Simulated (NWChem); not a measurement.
Everything below was run with NWChem. System: H$_{4}$PSi, charge 0, spin multiplicity 2, at a geometry optimised with UPBE0/def2-SVP. The structure started from a generated list of species. Its SCF solution wasn't tested for a lower state. Level: UHF/def2-SVP.

NWChem printed:

```
             Northwest Computational Chemistry Package (NWChem) 7.3.0
             --------------------------------------------------------

                                NWChem Input Module
                                -------------------

 Scaling coordinates for geometry "geometry" by  1.889725989
 (inverse scale =  0.529177249)

                             Geometry "geometry" -> ""
                             -------------------------

 Output coordinates in angstroms (scale by  1.889725989 to convert to a.u.)

  No.       Tag          Charge          X              Y              Z
 ---- ---------------- ---------- -------------- -------------- --------------
    1 Si                  14.0000    -0.98862000    -0.34807700     0.08487600
    2 P                   15.0000     1.10409000     0.48552900    -0.11416700
    3 H                    1.0000    -1.19041600    -0.94396600     1.44329500
    4 H                    1.0000    -1.97940200     0.75087400    -0.11454400
    5 H                    1.0000    -1.22974900    -1.41168600    -0.94071600
    6 H                    1.0000     1.67889300    -0.80508000     0.13620900

 Effective nuclear repulsion energy (a.u.)      81.0436831551

            Nuclear Dipole moment (a.u.)
            ----------------------------
        X                 Y               Z
 ---------------- ---------------- ----------------
    -0.0000075589    -0.0000018897     0.0000056692


 Summary of "ao basis" -> "" (spherical)
 ------------------------------------------------------------------------------
       Tag                 Description            Shells   Functions and Types
 ---------------- ------------------------------  ------  ---------------------
 *                          def2-svp                  on all atoms

 Summary of "ao basis" -> "ao basis" (spherical)
 ------------------------------------------------------------------------------
       Tag                 Description            Shells   Functions and Types
 ---------------- ------------------------------  ------  ---------------------
 Si                         def2-svp                 8       18   4s3p1d
 P                          def2-svp                 8       18   4s3p1d
 H                          def2-svp                 3        5   2s1p

                                 NWChem SCF Module
                                 -----------------

  ao basis        = "ao basis"
  functions       =    56
[...]
              MO Center= -6.8D-01, -3.9D-01,  8.9D-02, r^2= 4.6D+00
   Bfn.  Coefficient  Atom+Function         Bfn.  Coefficient  Atom+Function
  ----- ------------  ---------------      ----- ------------  ---------------
    11      1.472094  1 Si px                29      0.815127  2 P  px
    22     -0.799805  2 P  s                 43      0.688040  4 H  s
    30      0.407629  2 P  py                 4      0.204722  1 Si s
    21     -0.194987  2 P  s                  3      0.158271  1 Si s

 Vector   19  Occ=0.000000D+00  E= 1.686467D-01
              MO Center=  3.6D-01, -3.3D-01,  6.1D-02, r^2= 5.0D+00
   Bfn.  Coefficient  Atom+Function         Bfn.  Coefficient  Atom+Function
  ----- ------------  ---------------      ----- ------------  ---------------
    53      1.242242  6 H  s                 22     -0.960668  2 P  s
    12      0.916007  1 Si py                30      0.723956  2 P  py
    38      0.648134  3 H  s                 48      0.631783  5 H  s
     3     -0.483918  1 Si s                 43     -0.389741  4 H  s
    29     -0.264709  2 P  px                13     -0.194465  1 Si pz

 center of mass
 --------------
 x =   0.11393514 y =   0.08616667 z =  -0.01900063

 moments of inertia (a.u.)
 ------------------
          65.387634289188         -93.133960896532          22.570288044736
         -93.133960896532         279.386252622411           9.807820935345
          22.570288044736           9.807820935345         318.904490029455

  Mulliken analysis of the total density
  --------------------------------------

    Atom       Charge   Shell Charges
 -----------   ------   -------------------------------------------------------
    1 Si  14    13.49   2.00  1.99  0.96  0.18  5.94  1.24  0.98  0.20
    2 P   15    15.10   2.00  1.99  1.18  0.65  5.94  1.36  1.91  0.07
    3 H    1     1.13   0.74  0.38  0.01
    4 H    1     1.13   0.74  0.38  0.01
    5 H    1     1.13   0.74  0.38  0.01
    6 H    1     1.03   0.72  0.29  0.02

  Mulliken analysis of the alpha density
  --------------------------------------

    Atom       Charge   Shell Charges
 -----------   ------   -------------------------------------------------------
    1 Si  14     6.71   1.00  1.00  0.47  0.08  2.97  0.61  0.47  0.11
    2 P   15     8.09   1.00  1.00  0.59  0.37  2.97  0.86  1.27  0.04
    3 H    1     0.57   0.38  0.19  0.01
    4 H    1     0.56   0.37  0.19  0.01
    5 H    1     0.57   0.38  0.19  0.01
    6 H    1     0.49   0.35  0.13  0.01

   Mulliken analysis of the beta density
   -------------------------------------

    Atom       Charge   Shell Charges
 -----------   ------   -------------------------------------------------------
    1 Si  14     6.78   1.00  1.00  0.49  0.09  2.97  0.64  0.50  0.10
    2 P   15     7.01   1.00  1.00  0.59  0.29  2.96  0.50  0.64  0.04
    3 H    1     0.55   0.36  0.19  0.01
    4 H    1     0.57   0.37  0.19  0.01
    5 H    1     0.55   0.36  0.19  0.01
    6 H    1     0.54   0.38  0.16  0.01

   Mulliken analysis of the spin density
   -------------------------------------

    Atom       Charge   Shell Charges
 -----------   ------   -------------------------------------------------------
    1 Si  14    -0.07  -0.00 -0.00 -0.01 -0.01 -0.00 -0.03 -0.03  0.01
    2 P   15     1.09   0.00  0.00  0.00  0.08  0.01  0.36  0.64  0.00
    3 H    1     0.02   0.01  0.01 -0.00
    4 H    1    -0.00  -0.00 -0.00 -0.00
    5 H    1     0.02   0.01  0.01 -0.00
    6 H    1    -0.06  -0.03 -0.03  0.00

       Multipole analysis of the density wrt the origin
       ------------------------------------------------

     L   x y z        total         alpha         beta         nuclear
     -   - - -        -----         -----         ----         -------
     0   0 0 0     -0.000000    -17.000000    -16.000000     33.000000

     1   1 0 0     -0.115567     -1.046577      0.931017     -0.000008
     1   0 1 0     -0.278937     -0.533244      0.254309     -0.000002
     1   0 0 1      0.058038      0.123206     -0.065173      0.000006

     2   2 0 0    -23.213833    -88.552630    -83.340612    148.679409
     2   1 1 0     -1.276589    -24.595244    -22.678243     45.996898
     2   1 0 1      0.270268      5.997380      5.598051    -11.325163
     2   0 2 0    -23.161918    -29.205955    -27.267484     33.311521
     2   0 1 1      0.199458      2.536354      2.931035     -5.267931
     2   0 0 2    -22.308128    -19.024429    -15.054238     11.770538

 Task  times  cpu:        0.6s     wall:        0.6s

 Total times  cpu:        0.6s     wall:        0.6s
```

Q: Write an NWChem input that would produce this output.

A: One answer among several that fit: 
```
start mol
memory heap 200 mb stack 900 mb global 1100 mb
geometry units angstroms nocenter noautoz noautosym
  Si    -0.988620    -0.348077     0.084876
  P      1.104090     0.485529    -0.114167
  H     -1.190416    -0.943966     1.443295
  H     -1.979402     0.750874    -0.114544
  H     -1.229749    -1.411686    -0.940716
  H      1.678893    -0.805080     0.136209
end
basis spherical
  * library def2-svp
end
scf
  uhf
  nopen 1
  maxiter 100
  thresh 1e-7
  semidirect memsize 60000000 filesize 0
  # guess.movecs holds the orbitals of an unrestricted PBE0 run
  vectors input guess.movecs output mol.movecs
end
task scf energy
```
